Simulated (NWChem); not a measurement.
CH₃BeI; SMILES [Be]([CH3])[I]

Program: NWChem. All runs use the structure optimised with PBE0/def2-SVP. def2 effective core potentials on I; no spin-orbit coupling.

Problem. Among these, which level gives the highest value of “dipole (D)”?
(A) Hartree-Fock/def2-TZVPP
(B) Hartree-Fock/def2-SVP
(C) Hartree-Fock/def2-TZVP
(D) Hartree-Fock/def2-SVPD

Solution. B, Hartree-Fock/def2-SVP. Values: Hartree-Fock/def2-TZVP 1.22; Hartree-Fock/def2-SVPD 1.22; Hartree-Fock/def2-TZVPP 1.22; Hartree-Fock/def2-SVP 1.29
